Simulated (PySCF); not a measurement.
## Electronic structure of C³⁺ (carbon, charge +3) at the UHF level

Configuration: [He] 2s1, 2S determinant. Computed with PySCF 2.14 in cc-pVDZ-DK (3s2p1d, 14 functions), with the spin-free X2C one-electron Hamiltonian (Gaussian nucleus).

| Property | Result |
| --- | --- |
| Total energy | -34.731883 hartree |
| One-electron energy | -40.0802 hartree |
| Hartree (Coulomb) energy | 9.2837 hartree |
| Exchange energy | -3.9353 hartree |
| ⟨S²⟩ | 0.7500 |
| ⟨L²⟩ | 0.000 |
| Sum of ⟨r⟩ | 1.837 bohr |
| Sum of ⟨r²⟩ | 2.161 bohr² |
| Langevin diamagnetic susceptibility | -1.71 ×10⁻⁶ cm³/mol |
| Time after the integrals | 0.03 s of wall time on 1 thread of Intel(R) Xeon(R) CPU @ 2.60GHz (shared host) |

| shell | electrons | mean orbital energy (eV) | rms radius, mean of both spins (bohr) |
| --- | --- | --- | --- |
| 1s α | 1 | -368.64 | 0.310 |
| 1s β | 1 | -366.75 | 0.310 |
| 2s α | 1 | -64.177 | 1.40 |
